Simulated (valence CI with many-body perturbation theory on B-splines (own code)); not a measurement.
Pt63+: electric-dipole lines

Computed by relativistic CI+MBPT: five valence electrons over a frozen Dirac-Fock core [Ne], radial functions for each j: 9 s, 9 p, 8 d, 6 f, 3 g, 1 h, with the one-electron correlation potential Σ1, the two-electron term Σ2, the three-electron term Σ3, Breit, model QED; selected CI, second order for the rest (own B-spline code, finite nucleus).

No measured spectrum was set against this ion. As an estimate, large intervals hold to a few tenths of a per cent, small ones and those within an open d or f shell to about a per cent. Among the levels kept, up to 640 cm⁻¹ of a level comes from second order outside the variational space, and about a tenth of that is noise between levels of different J, which matters for small intervals.

Lines 151 to 200 of 223 in falling wavelength, among levels below 1106.8 eV, chosen from the strongest by gf and those to the six lowest levels. Wavelengths and rates use the calculated energies. Electric multipoles are in the length gauge, E1 and E2 with the static RPA response of the core. Weak lines are less certain than strong ones. Lines between different terms over intervals too small for the method are left out, as are lines whose strength nearly cancels. The highest levels of a list are the least certain.

Levels are named by their leading jj configuration (3d3/2^4 stands for four electrons in 3d with j = 3/2), which in mixed levels can hold well under half, so a name can repeat and another be missing. Letters in brackets count levels of one name in rising energy.

| λ vac (nm) | Upper | Lower | A (s⁻¹) | S (a.u.) |
| --- | --- | --- | --- | --- |
| 3.289 | (3s^2 3p1/2 3d3/2 3d5/2) J=1/2 | (3s^2 3p1/2 3p3/2 3d3/2) J=3/2 [a] | 1.08e+11 | 3.81e-03 |
| 3.285 | (3s^2 3p1/2 3d3/2 3d5/2) J=1/2 | (3s^2 3p1/2 3p3/2 3d3/2) J=1/2 [a] | 3.95e+11 | 1.38e-02 |
| 3.276 | (3s^2 3p1/2 3d3/2 3d5/2) J=3/2 | (3s^2 3p1/2 3p3/2 3d3/2) J=5/2 [a] | 6.03e+10 | 4.18e-03 |
| 3.230 | (3s^2 3p1/2 3p3/2 3d5/2) J=3/2 [b] | (3s^2 3p1/2 3p3/2^2) J=5/2 | 7.72e+10 | 5.14e-03 |
| 3.220 | (3s^2 3p1/2 3p3/2 3d5/2) J=5/2 [b] | (3s^2 3p1/2 3p3/2^2) J=3/2 | 7.39e+11 | 7.31e-02 |
| 3.181 | (3s 3p1/2^2 3p3/2 3d5/2) J=7/2 [b] | (3s 3p1/2^2 3p3/2^2) J=5/2 | 2.02e+11 | 2.57e-02 |
| 3.128 | (3s^2 3p1/2 3p3/2 3d5/2) J=3/2 [b] | (3s^2 3p1/2 3p3/2^2) J=3/2 | 4.35e+06 | 2.63e-07 |
| 3.097 | (3s^2 3p1/2 3d3/2 3d5/2) J=3/2 | (3s 3p1/2^2 3p3/2^2) J=3/2 | 1.68e+10 | 9.84e-04 |
| 3.097 | (3s^2 3p1/2 3p3/2 3d5/2) J=1/2 | (3s^2 3p1/2 3p3/2^2) J=3/2 | 7.59e+10 | 2.23e-03 |
| 3.064 | (3s 3p1/2^2 3p3/2 3d5/2) J=5/2 [b] | (3s 3p1/2^2 3p3/2^2) J=5/2 | 3.10e+10 | 2.64e-03 |
| 3.046 | (3s 3p1/2^2 3p3/2 3d5/2) J=3/2 [b] | (3s 3p1/2^2 3p3/2^2) J=5/2 | 2.68e+10 | 1.49e-03 |
| 3.041 | (3s^2 3p1/2 3d3/2 3d5/2) J=7/2 [b] | (3s^2 3p1/2 3p3/2 3d3/2) J=7/2 | 1.08e+10 | 1.20e-03 |
| 2.951 | (3s^2 3p1/2 3d3/2 3d5/2) J=7/2 [a] | (3s 3p1/2^2 3p3/2^2) J=5/2 | 7.54e+09 | 7.65e-04 |
| 2.947 | (3s^2 3p1/2 3d3/2 3d5/2) J=7/2 [b] | (3s^2 3p1/2 3p3/2 3d3/2) J=5/2 [a] | 1.88e+10 | 1.90e-03 |
| 2.429 | (3s 3p1/2^2 3p3/2 3d3/2) J=5/2 [a] | (3s^2 3p1/2^2 3d5/2) J=5/2 | 3.92e+08 | 1.66e-05 |
| 2.419 | (3s 3p1/2^2 3p3/2 3d3/2) J=3/2 [a] | (3s^2 3p1/2^2 3d5/2) J=5/2 | 1.36e+08 | 3.80e-06 |
| 2.375 | (3s 3p1/2^2 3p3/2 3d3/2) J=7/2 | (3s^2 3p1/2^2 3d5/2) J=5/2 | 1.93e+10 | 1.02e-03 |
| 2.292 | (3s 3p1/2^2 3p3/2 3d3/2) J=3/2 [b] | (3s^2 3p1/2^2 3d5/2) J=5/2 | 4.66e+09 | 1.11e-04 |
| 2.245 | (3s 3p1/2^2 3p3/2 3d3/2) J=5/2 [b] | (3s^2 3p1/2^2 3d5/2) J=5/2 | 7.26e+09 | 2.43e-04 |
| 2.241 | (3s^2 3p3/2^3) J=3/2 | (3s^2 3p1/2^2 3d5/2) J=5/2 | 4.85e+08 | 1.08e-05 |
| 2.125 | (3s^2 3p1/2 3d3/2^2) J=5/2 | (3s^2 3p1/2^2 3d5/2) J=5/2 | 6.44e+08 | 1.83e-05 |
| 2.018 | (3s 3p1/2 3p3/2^3) J=3/2 | (3s^2 3p1/2 3p3/2^2) J=1/2 | 4.15e+10 | 6.72e-04 |
| 1.972 | (3s 3p1/2^2 3p3/2 3d3/2) J=5/2 [a] | (3s^2 3p1/2^2 3d3/2) J=3/2 | 6.75e+09 | 1.53e-04 |
| 1.965 | (3s 3p1/2^2 3p3/2 3d3/2) J=3/2 [a] | (3s^2 3p1/2^2 3d3/2) J=3/2 | 7.27e+10 | 1.09e-03 |
| 1.965 | (3s 3p1/2 3p3/2^3) J=3/2 | (3s^2 3p1/2 3p3/2^2) J=5/2 | 6.24e+10 | 9.35e-04 |
| 1.962 | (3s^2 3p1/2 3d3/2^2) J=3/2 | (3s^2 3p1/2^2 3d5/2) J=5/2 | 3.28e+10 | 4.90e-04 |
| 1.959 | (3s 3p1/2^2 3p3/2^2) J=5/2 | (3s^2 3p1/2^2 3p3/2) J=3/2 | 4.96e+11 | 1.10e-02 |
| 1.959 | (3s 3p1/2^2 3p3/2 3d5/2) J=5/2 [a] | (3s^2 3p1/2^2 3d5/2) J=5/2 | 3.02e+11 | 6.72e-03 |
| 1.957 | (3s 3p1/2^2 3p3/2 3d3/2) J=1/2 [a] | (3s^2 3p1/2^2 3d3/2) J=3/2 | 7.10e+09 | 5.26e-05 |
| 1.935 | (3s 3p1/2^2 3p3/2 3d5/2) J=7/2 [a] | (3s^2 3p1/2^2 3d5/2) J=5/2 | 5.52e+10 | 1.58e-03 |
| 1.927 | (3s 3p1/2 3p3/2^3) J=3/2 | (3s^2 3p1/2 3p3/2^2) J=3/2 | 1.62e+12 | 2.29e-02 |
| 1.922 | (3s 3p1/2^2 3p3/2 3d5/2) J=3/2 [a] | (3s^2 3p1/2^2 3d5/2) J=5/2 | 1.87e+11 | 2.62e-03 |
| 1.905 | (3s 3p1/2 3p3/2^3) J=5/2 | (3s^2 3p1/2 3p3/2^2) J=5/2 | 1.74e+12 | 3.55e-02 |
| 1.883 | (3s 3p1/2^2 3p3/2 3d5/2) J=7/2 [b] | (3s^2 3p1/2^2 3d5/2) J=5/2 | 1.51e+12 | 3.97e-02 |
| 1.881 | (3s 3p1/2^2 3p3/2 3d3/2) J=3/2 [b] | (3s^2 3p1/2^2 3d3/2) J=3/2 | 8.69e+11 | 1.14e-02 |
| 1.869 | (3s 3p1/2 3p3/2^3) J=5/2 | (3s^2 3p1/2 3p3/2^2) J=3/2 | 7.48e+09 | 1.45e-04 |
| 1.867 | (3s 3p1/2^2 3p3/2^2) J=3/2 | (3s^2 3p1/2^2 3p3/2) J=3/2 | 1.24e+12 | 1.59e-02 |
| 1.859 | (3s 3p1/2^2 3p3/2^2) J=1/2 | (3s^2 3p1/2^2 3p3/2) J=3/2 | 9.90e+11 | 6.28e-03 |
| 1.849 | (3s 3p1/2^2 3p3/2 3d3/2) J=5/2 [b] | (3s^2 3p1/2^2 3d3/2) J=3/2 | 1.59e+12 | 2.97e-02 |
| 1.846 | (3s^2 3p3/2^3) J=3/2 | (3s^2 3p1/2^2 3d3/2) J=3/2 | 3.33e+10 | 4.13e-04 |
| 1.841 | (3s 3p1/2^2 3p3/2 3d5/2) J=5/2 [b] | (3s^2 3p1/2^2 3d5/2) J=5/2 | 7.42e+11 | 1.37e-02 |
| 1.835 | (3s 3p1/2^2 3p3/2 3d3/2) J=1/2 [b] | (3s^2 3p1/2^2 3d3/2) J=3/2 | 1.97e+12 | 1.20e-02 |
| 1.834 | (3s 3p1/2^2 3p3/2 3d5/2) J=3/2 [b] | (3s^2 3p1/2^2 3d5/2) J=5/2 | 1.21e+12 | 1.47e-02 |
| 1.808 | (3s^2 3p1/2 3p3/2 3d3/2) J=5/2 [a] | (3s^2 3p1/2^2 3p3/2) J=3/2 | 2.18e+09 | 3.82e-05 |
| 1.800 | (3s^2 3p1/2 3d3/2 3d5/2) J=7/2 [a] | (3s^2 3p1/2^2 3d5/2) J=5/2 | 1.01e+11 | 2.33e-03 |
| 1.798 | (3s^2 3p1/2 3p3/2 3d3/2) J=1/2 [a] | (3s^2 3p1/2^2 3p3/2) J=3/2 | 2.33e+09 | 1.34e-05 |
| 1.797 | (3s^2 3p1/2 3p3/2 3d3/2) J=3/2 [a] | (3s^2 3p1/2^2 3p3/2) J=3/2 | 4.23e+11 | 4.85e-03 |
| 1.788 | (3s^2 3p1/2 3d3/2 3d5/2) J=5/2 [a] | (3s^2 3p1/2^2 3d5/2) J=5/2 | 1.97e+11 | 3.33e-03 |
| 1.771 | (3s^2 3p1/2 3d3/2 3d5/2) J=3/2 | (3s^2 3p1/2^2 3d5/2) J=5/2 | 3.00e+10 | 3.29e-04 |
| 1.767 | (3s^2 3p1/2 3d3/2^2) J=5/2 | (3s^2 3p1/2^2 3d3/2) J=3/2 | 3.30e+12 | 5.38e-02 |
